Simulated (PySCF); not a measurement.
Cl4H2Si2, SMILES Cl[SiH2][Si](Cl)(Cl)Cl. The structure is a stationary point at PBE-D3(BJ)/def2-SVP. The values are those of a single conformer.

Question: Give the equilibrium geometry at PBE-D3(BJ)/def2-SVP (PySCF confirms it by a frequency run) as a Z-matrix, and its point group. (Estimate from the structure and the level; the computed values follow.)

Answer: This is not unique; one that fits is point group Cs.
```
Si
Cl 1 2.0691
Cl 1 2.0691 2 108.96
Cl 1 2.0752 2 109.08 3 -118.98
Si 1 2.3405 2 110.69 3 121.95
H 5 1.5007 1 109.48 2 -179.88
H 5 1.5007 6 110.41 1 120.61
Cl 5 2.0811 6 109.69 7 121.00
```
